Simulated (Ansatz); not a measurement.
A nudged elastic band was laid between two geometries of CH4BO2 (8 atoms, charge -1, multiplicity 1).

These are results of RKS B3LYP/def2-SVP in Ansatz 0.2.0, not measurements.

- movable images: 5
- climbing image: yes
- spring: 5.0 eV/Å²
- optimiser: quadratic models (default)
- start path: through a guess of the saddle point
- force threshold: 0.05 eV/Å
- iteration limit: 60
- end points: relaxed

First end point:

```xyz
8
Properties=species:S:1:pos:R:3
C -0.316 0.945 -0.230
B 0.487 -0.447 0.078
O 1.758 -0.643 0.026
O -0.463 -1.483 0.437
H -1.077 0.815 -1.026
H -0.873 1.299 0.661
H 0.367 1.755 -0.543
H 0.116 -2.242 0.597
```

Last end point:

```xyz
8
Properties=species:S:1:pos:R:3
C -0.571 0.831 -0.696
B 0.031 -0.283 0.046
O 1.098 -0.147 1.014
O -0.352 -1.659 -0.062
H -1.392 0.714 -1.419
H 1.259 0.798 1.105
H -0.210 1.872 -0.612
H 0.138 -2.127 0.624
```

(1) What changes between the two ends?

(2) Give the energies along the band, and the barrier.

(3) What is the geometry of the highest image?

Answers

(1) Bonds broken: C1–H6. Bonds formed: O3–H6.

(2) The run converged. The highest image is number 5 of 0 to 6, 2.19 eV above the first end and 0.81 eV above the last; the last end lies 1.38 eV above the first. Beside the main top the profile has a ripple of under 15 meV (maxima at images 1, 5), which may be a very shallow well or noise. Neighbouring images differ by up to 1.4 eV, so the band resolves the path poorly. A vibrational analysis at the climbing image gives one clearly imaginary mode, 447i cm⁻¹: a first-order saddle point. The orbitals stay closed-shell, which can raise the energy where a bond breaks towards radicals; this wasn't checked here. Limits of this set-up: an anion without diffuse functions.

```json
{"image": "0", "path coordinate (Å)": "0.00", "energy (eV)": "0.00", "C1–H6 (Å)": "1.11", "O3–H6 (Å)": "3.33"}
{"image": "1", "path coordinate (Å)": "1.38", "energy (eV)": "0.01", "C1–H6 (Å)": "1.11", "O3–H6 (Å)": "2.94"}
{"image": "2", "path coordinate (Å)": "2.76", "energy (eV)": "0.00", "C1–H6 (Å)": "1.10", "O3–H6 (Å)": "2.83"}
{"image": "3", "path coordinate (Å)": "4.14", "energy (eV)": "1.37", "C1–H6 (Å)": "1.21", "O3–H6 (Å)": "1.88"}
{"image": "4", "path coordinate (Å)": "5.53", "energy (eV)": "1.45", "C1–H6 (Å)": "2.54", "O3–H6 (Å)": "0.96"}
{"image": "5", "path coordinate (Å)": "6.91", "energy (eV)": "2.19", "C1–H6 (Å)": "2.31", "O3–H6 (Å)": "0.98"}
{"image": "6", "path coordinate (Å)": "8.64", "energy (eV)": "1.38", "C1–H6 (Å)": "2.57", "O3–H6 (Å)": "0.96"}
```

(3) 
```xyz
8
Properties=species:S:1:pos:R:3
C -0.398 1.081 -0.556
B 0.077 -0.228 0.104
O 0.828 -0.151 1.296
O -0.119 -1.567 -0.295
H -1.511 1.061 -0.670
H 0.840 0.821 1.381
H -0.031 1.128 -1.611
H 0.315 -2.144 0.352
```

Time of the run: 8.8 min on 1 thread of Intel(R) Xeon(R) Processor @ 2.50GHz (Skylake/Cascade Lake), on a shared host, peak memory 0.15 GiB.
